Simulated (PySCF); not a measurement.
**C₆ coefficients of unlike pairs at revPBE**

Calculated with PySCF 2.14 from the dipole response of each species, C₆(A,B) = (3/π) ∫ α_A(iu) α_B(iu) du, in atomic units, from isotropic polarisabilities. For ions this is the dispersion term alone; charge-induced terms of lower order in 1/R come first.

```csv
species,configuration,basis,relativity,α (bohr³),C₆ (like pair)
Ne,[Ne] (1S),"aug-cc-pVQZ with one added diffuse shell each of s, p, d, f, g type (7s6p5d4f3g)",none,3.076,7.438
O,[He] 2s2 2p4 (3P),aug-cc-pwCVQZ (9s8p6d4f2g),none,5.764,17.67
Cs,[Xe] 6s1 (2S),"aug-cc-pwCVTZ-X2C with one added diffuse shell each of s, p, d, f type (12s11p9d5f)",spin-free X2C,543.6,10530
Ne+,[He] 2s2 2p5 (2P),aug-cc-pVDZ (4s3p2d),none,1.237,2.189
```

**Question.** Estimate C₆ for Cs with Ne.

**Answer.** The integral gives 135.0. The combination rule 2 C_A C_B / (C_A α_B/α_A + C_B α_A/α_B) gives 114.0 and the geometric mean 279.9.

No spin-orbit coupling is included.

The other pairs:

| pair | C₆ |
| --- | --- |
| Cs, O | 239.9 |
| O, Ne | 11.27 |
| Ne+, Ne | 3.922 |
| Ne+, Cs | 58.23 |
| Ne+, O | 5.676 |
